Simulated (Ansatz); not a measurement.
`C[Se][GeH2][F]` at its PBE0-D4/def2-TZVP geometry, where that method's forces vanish. Charge 0, multiplicity 1.

```xyz
9

C     0.9549    0.6418   -1.1538
Se    0.0318   -1.0791   -1.0086
Ge   -0.8698   -0.7305    1.1003
F    -2.1359    0.4682    1.0033
H     1.5074    0.6099   -2.0912
H     1.6496    0.7699   -0.3262
H     0.2313    1.4527   -1.1821
H    -1.5273   -2.0215    1.5994
H     0.1581   -0.1113    2.0590
```

(1) What forces (eV/Å) does B3LYP-D4/def2-TZVPP give on these atoms in Ansatz? (Estimate.)

Answers

(1) Computed: 
```
C1   0.176  0.310 -0.054
Se2 -0.056 -0.326 -0.206
Ge3  0.138 -0.208  0.231
F4  -0.243  0.234 -0.014
H5  -0.028  0.021  0.063
H6  -0.043  0.012 -0.060
H7   0.065 -0.040  0.004
H8  -0.010 -0.008  0.016
H9   0.002  0.007  0.019
```

B3LYP here is the variant with VWN-RPA as its local correlation; programs differ in this.
